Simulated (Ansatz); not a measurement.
Program: Ansatz. Geometries: PBE0-D4/def2-TZVP. ΔE: electronic, gas phase. CCSD(T)/CBS adds triple-zeta CCSD(T) − MP2 to the extrapolated MP2 energy (def2 sets, frozen cores). DFT in def2-TZVPP. Elements past krypton have def2 core potentials. For Sb, Se outer-core shells are correlated without core-valence functions, which leaves a few kJ/mol of doubt a bond. Scalar relativity is left out up to krypton. One conformer a species, not always the lowest.

Consider the formal exchange of groups at the Si–Se bond: `ClC[SiH2][SeH]` + stibine → `ClC[SiH2][SbH2]` + H₂Se.

Problem. Is it downhill or uphill in electronic energy at CCSD(T)/CBS, and by how much? (An estimate is asked.)

Solution. Ansatz gave: Uphill: ΔE = +6.8 kcal/mol.

Problem. What do these levels give: PBE-D4, ωB97X-V, ωB97M-V, SCS-MP2/def2-TZVPP, CCSD/def2-TZVPP, CCSD/CBS(def2)? (An estimate is asked.)

Solution. Computed: PBE-D4 6.3, ωB97X-V 7.6, ωB97M-V 7.8, SCS-MP2/def2-TZVPP 8.0, CCSD/def2-TZVPP 7.9, CCSD/CBS(def2) 7.1 kcal/mol.

Largest T1 diagnostic among the species: 0.014.

In def2-TZVPP, CCSD(T) changes the Hartree–Fock value by −2.4 kcal/mol (the triples alone add −0.3 kcal/mol) and MP2 by −2.5 kcal/mol. The D4 term adds −1.0 kcal/mol with B3LYP and −0.6 kcal/mol with PBE0; it sums over pairs of atoms, weighted by their polarisabilities, and B3LYP, whose exchange is more repulsive, gets the larger term.

B3LYP here is the variant with VWN-RPA as its local correlation; programs differ in this.
